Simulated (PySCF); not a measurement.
## Krypton: a sound run and one with changed settings

Sound run: Kr [Kr], Kr+ [Ar] 3d10 4s2 4p5. Calculation: PySCF 2.14, in jorge-DZP-DKH (8s6p2d1f, 43 functions); scalar relativity by spin-free X2C-1e. The sound run starts from symmetry-adapted Hartree-Fock orbitals and uses a fine grid where one is needed.

Changed run: radial step 0.3 in ln r (0.13 in the sound run). This setting is unsound on purpose.

```csv
species,method,sound run (hartree),changed run (hartree),converged
Kr,UHF,-2788.01286,-2788.01286,yes
Kr,BP86,-2790.21037,-2790.21056,yes
Kr,PBE0,-2789.56310,-2789.56317,yes
Kr+,UHF,-2787.52729,-2787.52729,yes
Kr+,BP86,-2789.68816,-2789.68822,yes
Kr+,PBE0,-2789.04348,-2789.04344,yes
```

Ionisation energy of Kr:

| method | sound run (eV) | changed run (eV) |
| --- | --- | --- |
| UHF | 13.213 | 13.213 |
| BP86 | 14.210 | 14.214 |
| PBE0 | 14.140 | 14.143 |

A coarse radial grid mis-integrates the density and the exchange-correlation energy, with errors of either sign; Hartree-Fock needs no grid.

For comparison, NIST gives 14.000 eV between the lowest levels.
